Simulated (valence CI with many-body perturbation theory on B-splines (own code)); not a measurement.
**E1 line list for Zr XXVIII**

Method: configuration interaction combined with many-body perturbation theory (CI+MBPT): three valence electrons over a frozen Dirac-Fock core [Ne], a basis of 11 s, 11 p, 10 d, 8 f, 5 g, 2 h functions for each j, with the one-electron correlation potential Σ1 (screened to all orders), the two-electron term Σ2, the three-electron term Σ3, Breit, model QED; selected single and double excitations, second order for the rest, scaled by the run's own slope (own B-spline code, finite nucleus).

The last digits are not significant, and no measured levels were compared; by estimate large intervals hold to a few tenths of a per cent, small ones and those within an open d or f shell to about a per cent.

Lines 101 to 150 of 580 in falling wavelength, among levels below 690.00 eV, chosen from the strongest by gf and those to the six lowest levels. Wavelengths and rates use the calculated energies. Electric multipoles are in the length gauge, E1 and E2 with the static RPA response of the core. Weak lines are less certain than strong ones. Lines between different terms over intervals too small for the method are left out, as are lines whose strength nearly cancels. Where a level lies close to another of its J and parity, the split of strength between their lines is uncertain. The highest levels of a list are the least certain.

Names give the largest LS component (configuration and term), which can be under half, so a name can repeat, a term be missing and a line seem to break the LS rules; names also repeat where a configuration has a term twice. Letters in brackets count levels of one name in rising energy.

```tsv
λ vac (Å)	Upper	Lower	A (s⁻¹)	S (a.u.) with core polarisation	S without
141.1	3p3d² ²G°_7/2 [b]	3s3d² ²F_7/2	1.91e+10	2.13e-01	2.18e-01
141.0	3p3d² ²F°_7/2 [c]	3s3d² ²D_5/2	3.35e+10	3.70e-01	3.79e-01
140.6	3d³ ²G_7/2	3p3d² ²D°_5/2 [c]	7.81e+09	8.56e-02	8.77e-02
140.3	3p3d² ²G°_7/2 [b]	3s3d² ²F_5/2	6.48e+10	7.07e-01	7.25e-01
140.1	3p3d² ²F°_7/2 [a]	3s3d² ⁴F_5/2	7.50e+09	8.16e-02	8.37e-02
140.1	3d³ ²H_11/2	3p3d² ²G°_9/2 [b]	6.92e+10	1.13e+00	1.16e+00
139.9	3s3d² ²D_5/2	3s3p3d ²P°_3/2 [b]	7.72e+09	6.26e-02	6.43e-02
139.8	3p3d² ²F°_7/2 [b]	3p²3d ²D_5/2 [d]	1.94e+10	2.09e-01	2.14e-01
139.6	3p²3d ⁴F_7/2	3s3p3d ⁴F°_7/2	8.65e+09	9.29e-02	9.54e-02
139.3	3d³ ²F_5/2	3p3d² ²D°_3/2 [d]	4.44e+10	3.55e-01	3.64e-01
138.7	3p3d² ²D°_5/2 [c]	3p²3d ²D_3/2 [c]	9.19e+09	7.27e-02	7.46e-02
138.7	3p²3d ²D_3/2 [b]	3s3p3d ²P°_1/2 [b]	1.51e+10	7.95e-02	8.15e-02
138.7	3p²3d ²F_5/2 [b]	3s3p3d ²D°_5/2 [a]	8.03e+09	6.35e-02	6.52e-02
138.5	3p3d² ⁴G°_7/2	3p²3d ⁴D_5/2	5.59e+09	5.86e-02	6.01e-02
138.3	3p³ ²D°_5/2	3s3p² ⁴P_5/2	1.36e+09	1.06e-02	1.09e-02
138.3	3p²3d ⁴D_7/2	3s3p3d ⁴D°_7/2	1.20e+10	1.25e-01	1.29e-01
137.7	3s3p3d ⁴F°_3/2	3s3p² ⁴P_5/2	1.10e+10	5.67e-02	5.82e-02
137.6	3p3d² ⁴D°_7/2 [b]	3s3d² ⁴F_7/2	1.25e+10	1.29e-01	1.32e-01
137.6	3p3d² ²D°_3/2 [c]	3p²3d ²D_3/2 [b]	1.25e+10	6.42e-02	6.58e-02
137.6	3p3d² ²D°_5/2 [c]	3s3d² ²D_5/2	1.29e+10	9.92e-02	1.02e-01
137.4	3d³ ²H_9/2	3p3d² ²F°_7/2 [c]	5.76e+10	7.37e-01	7.55e-01
137.1	3p²3d ²F_7/2 [b]	3s3p3d ²F°_7/2 [a]	3.56e+10	3.62e-01	3.72e-01
137.0	3s3d² ²D_5/2	3s3p3d ²P°_3/2 [a]	2.18e+10	1.66e-01	1.70e-01
136.9	3s3p² ²D_3/2	3s²3p ²P°_1/2	1.67e+10	8.44e-02	8.67e-02
136.8	3p3d² ⁴D°_5/2 [b]	3s3d² ⁴F_7/2	7.64e+09	5.80e-02	5.95e-02
136.8	3p3d² ²P°_3/2 [c]	3s3d² ²S_1/2	1.92e+10	9.69e-02	9.94e-02
136.7	3p3d² ²G°_7/2 [a]	3p²3d ²D_5/2 [b]	2.50e+10	2.52e-01	2.58e-01
136.1	3p3d² ²D°_3/2 [d]	3s3d² ²F_5/2	1.07e+10	5.31e-02	5.44e-02
135.9	3p3d² ²P°_3/2 [c]	3s3d² ²P_3/2	6.89e+10	3.41e-01	3.50e-01
135.8	3p²3d ²D_5/2 [b]	3s3p3d ⁴P°_3/2 [b]	3.48e+10	2.58e-01	2.65e-01
135.4	3d³ ²P_3/2	3p3d² ²P°_3/2 [b]	2.21e+10	1.08e-01	1.11e-01
135.0	3p3d² ²D°_5/2 [d]	3s3d² ²F_7/2	3.13e+10	2.28e-01	2.34e-01
134.8	3p3d² ⁴G°_11/2	3p²3d ²G_9/2	7.73e+09	1.12e-01	1.15e-01
134.7	3p3d² ⁴S°_3/2	3s3d² ⁴P_3/2	1.37e+10	6.58e-02	6.76e-02
134.6	3p3d² ²P°_3/2 [a]	3s3d² ⁴F_3/2	1.49e+10	7.17e-02	7.35e-02
134.3	3d³ ²D_5/2 [b]	3p3d² ²P°_3/2 [c]	4.59e+10	3.29e-01	3.37e-01
134.2	3p3d² ⁴D°_5/2 [b]	3s3d² ⁴F_5/2	1.80e+10	1.29e-01	1.32e-01
134.1	3s3p3d ²F°_7/2 [b]	3s²3d ²D_5/2	7.95e+10	7.57e-01	7.77e-01
134.1	3d³ ²D_3/2 [b]	3p3d² ²P°_3/2 [c]	2.05e+10	9.77e-02	1.00e-01
134.0	3p²3d ⁴F_9/2	3s3p3d ⁴F°_7/2	1.34e+10	1.59e-01	1.63e-01
134.0	3p3d² ²F°_7/2 [c]	3p²3d ²D_5/2 [d]	2.14e+10	2.03e-01	2.08e-01
133.6	3p3d² ²F°_5/2 [a]	3p²3d ²D_5/2 [c]	7.10e+09	5.01e-02	5.14e-02
133.6	3p3d² ²D°_3/2 [b]	3p²3d ²P_1/2 [a]	1.08e+10	5.08e-02	5.20e-02
133.6	3p²3d ²G_9/2	3s3p3d ⁴D°_7/2	7.18e+09	8.45e-02	8.67e-02
133.5	3p3d² ⁴S°_3/2	3s3d² ⁴P_1/2	2.06e+10	9.67e-02	9.93e-02
133.4	3p3d² ²G°_9/2 [b]	3s3d² ²G_9/2	1.90e+10	2.23e-01	2.29e-01
133.4	3p3d² ²G°_9/2 [a]	3s3d² ⁴F_9/2	9.12e+09	1.07e-01	1.10e-01
133.3	3p²3d ²F_5/2 [a]	3s3p3d ⁴F°_3/2	7.97e+09	5.60e-02	5.75e-02
133.2	3p²3d ²D_3/2 [b]	3s3p3d ²P°_1/2 [a]	3.09e+10	1.44e-01	1.48e-01
133.2	3p²3d ²D_5/2 [d]	3s3p3d ²F°_7/2 [b]	2.28e+10	1.59e-01	1.64e-01
```
